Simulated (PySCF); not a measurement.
## C₆ coefficients of unlike pairs at PBEsol

Calculated with PySCF 2.14 from the dipole response of each species, C₆(A,B) = (3/π) ∫ α_A(iu) α_B(iu) du, in atomic units, from isotropic polarisabilities. For ions this is the dispersion term alone; charge-induced terms of lower order in 1/R come first.

```json
{"species": "Ti³⁺", "configuration": "[Ar] 3d1 (2D)", "basis": "x2c-QZVPPall with one added diffuse shell each of s, p, d, f, g type (12s8p6d4f3g)", "relativity": "spin-free X2C", "α (bohr³)": "2.316", "C₆ (like pair)": "5.922"}
{"species": "Pt⁺", "configuration": "[Xe] 4f14 5d9 (2D)", "basis": "def2-QZVPPD with the def2 core potential (60 electrons) (7s5p4d4f2g)", "relativity": "core potential", "α (bohr³)": "16.98", "C₆ (like pair)": "129.3"}
{"species": "S", "configuration": "[Ne] 3s2 3p4 (3P)", "basis": "dyall-acv3z (19s12p6d4f)", "relativity": "none", "α (bohr³)": "20.66", "C₆ (like pair)": "143.8"}
```

Question: Estimate C₆ for Pt⁺ with Ti³⁺.

Answer: The integral gives 26.12. The combination rule 2 C_A C_B / (C_A α_B/α_A + C_B α_A/α_B) gives 25.08 and the geometric mean 27.67.

No spin-orbit coupling is included.

The other pairs:

| pair | C₆ |
| --- | --- |
| S, Pt⁺ | 133.4 |
| S, Ti³⁺ | 24.96 |
